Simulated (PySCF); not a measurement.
Species: C₇H₆N (doublet state).
Numbering: `[H]/[N:7]=[CH:6]\[C:5]1=[CH:8][C:2](=[CH2:1])[C:3]=[CH:4]1` (hydrogens: H9, H10 on C1; H11 on C4; H12 on C6; H13 on N7; H14 on C8)

Cartesian coordinates in Å at the GFN2-xTB level; atoms count from 1:
```xyz
14
C7H6N angstrom
C      2.625   -0.008   -0.762
C      1.444    0.234   -0.189
C      1.124    1.205    0.847
C     -0.159    1.164    1.175
C     -0.785    0.115    0.334
C     -2.192   -0.223    0.411
N     -2.808   -1.096   -0.260
C      0.170   -0.429   -0.469
H      3.509    0.539   -0.483
H      2.736   -0.761   -1.526
H     -0.701    1.745    1.895
H     -2.784    0.340    1.129
H     -2.237   -1.612   -0.927
H      0.056   -1.212   -1.198
```

The hyperfine couplings belong to this conformer and change with its torsions.

Theory: UKS B3LYP, pcH-1 on C H N, non-relativistic, mean-field spin-orbit, GIAO (PySCF). One conformer (not necessarily the lowest) at the GFN2-xTB geometry, without solvent, vibrations or thermal averaging. The geometry wasn't refined by DFT: couplings that depend on bond lengths, twists or pyramidal angles can differ widely from those at the functional's own minimum. The SCF solution wasn't tested for stability.

Problem. Predict the first-order ENDOR lines of H11, H14, H10 and H13 under fast tumbling at B = 1209.1 mT (Q band).

Solution. For S = 1/2 in fast tumbling each set of equivalent nuclei gives two lines, ν± = |νn ± a/2| to first order, with νn = g_N μN B/h and μN/h = 7.62259 MHz/T.

| nuclei | isotope | g_N | νn (MHz) | a_iso (MHz) | lower line (MHz) | upper line (MHz) |
| --- | --- | --- | --- | --- | --- | --- |
| H11 | 1H | 5.5857 | 51.48 | 38.34 | 32.31 | 70.65 |
| H14 | 1H | 5.5857 | 51.48 | 13.84 | 44.56 | 58.40 |
| H10 | 1H | 5.5857 | 51.48 | -2.83 | 50.06 | 52.90 |
| H13 | 1H | 5.5857 | 51.48 | 1.00 | 50.98 | 51.98 |

Problem. Which pairs are centred on the nuclear Larmor frequency, and which on half the coupling?

Solution. Centred on νn, since |a| < 2νn: H11, H14, H10 and H13. No pair has |a| > 2νn.

Problem. At what field would the lower line of H11 fall to zero frequency?

Solution. Where νn = |a|/2, that is B = 19.17 MHz/(5.5857 × 7.62259 MHz/T) = 450 mT, as far as first order holds there.
